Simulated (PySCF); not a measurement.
A side-by-side comparison of computed properties.

First species: C7H7ClS.
Numbering: `[CH3:1]/[C:2]([Cl:3])=[CH:4]\[c:5]1[cH:6][cH:7][cH:8][s:9]1` (hydrogens: H10, H11, H12 on C1; H13 on C4; H14 on C6; H15 on C7; H16 on C8)

Second species: C6H9N.
SMILES: `C(=C)(C#N)C(C)C`

Levels: PBE0/pcSseg-1 for dipole moment, HOMO energy, LUMO energy and HOMO–LUMO gap; GFN2-xTB for rotational constant A and rotational constant C. Geometries: GFN2-xTB. All species are isolated and taken at one optimised geometry, non-relativistic unless stated; the electronic structure was computed with PySCF and density fitting.

Dipoles, sizes and rotational constants follow the conformer. The torsions of the flexible species, by atom-mapped SMILES:
- `[CH3:1]/[C:2]([Cl:3])=[CH:4]\[c:5]1[cH:6][cH:7][cH:8][s:9]1`: C2–C4–C5–C6 23°
- `[CH2:1]=[C:2]([C:3]#[N:4])[CH:5]([CH3:6])[CH3:7]`: C1–C2–C5–C6 -119°

(1) Which of the two has the higher HOMO energy, and by how much?

(2) Which of the two has the higher rotational constant A, and by how much?

(3) Which has the higher rotational constant C?

(4) Which of the two has the higher dipole moment, and by how much?

(5) Which has the higher HOMO–LUMO gap?

Results:

(1) The first: -6.27 eV against -8.03 eV, a difference of 1.76 eV.

(2) The second: 3.250 GHz against 3.108 GHz, a difference of 0.142 GHz.

(3) The second: 1.846 GHz against 0.499 GHz, a difference of 1.347 GHz.

(4) The second: 3.94 D against 2.10 D, a difference of 1.84 D.

(5) The second: 6.72 eV against 4.99 eV, a difference of 1.73 eV.

On the first: The dipole equals about 7.0 × 10⁻³⁰ C·m (1 D = 3.33564 × 10⁻³⁰ C·m).

On the second: The dipole equals about 13.1 × 10⁻³⁰ C·m (1 D = 3.33564 × 10⁻³⁰ C·m).
